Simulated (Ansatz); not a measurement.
Ansatz (a quantum-chemistry and plane-wave program) input (wB97X-V/def2-TZVPD):

Ansatz 0.2 input:
```yaml
crystal:
  periodic: [false, false, false]
  atoms:
    - {symbol: Ga, position_ang: [-0.00000000, -0.00000000, -1.27263610]}
    - {symbol: Br, position_ang: [0.00000000, 0.00000000, 1.12719198]}
basis:
  gaussian:
    orbitals: def2-TZVPD
hamiltonian:
  xc: {name: wB97X-V}
magnetization: {spin_polarized: true, initial_magnetization: 2}
```

End of the output:

```
integrals: 0.07 GiB planned
710 factors; integrals over basis functions are off by at most 1.1e-3 eV
integrals: 0.11 GiB planned
170 factors; integrals over basis functions are off by at most 3.3e-4 eV
mean field: 0.97 GiB planned
mean field evaluation 1: about -122410.5055 eV, gradient 1.2e1 eV
mean field evaluation 2: about -122410.8360 eV, gradient 1.3e1 eV
mean field evaluation 4: about -122411.1971 eV, gradient 7.7e-1 eV
mean field evaluation 8: about -122411.2283 eV, gradient 9.6e-2 eV
mean field evaluation 16: about -122411.2287 eV, gradient 7.1e-5 eV
mean field -122411.22872294 eV, -4498.5296822572 hartree, gradient 7.1e-5 eV, S^2 2.008438; 0 other end points of the search recorded, 0 dependent functions left out
reference -122411.22872286 eV, -4498.5296822541 hartree; 34, 32 occupied and 77, 79 virtual orbitals, 710 factors
Total energy: -122411.22872286 eV, -4498.5296822541 hartree
```

This state (charge 0, triplet) is run at the relaxed geometry of the species with charge 0 and multiplicity 1, and is a spin state other than that species' own.
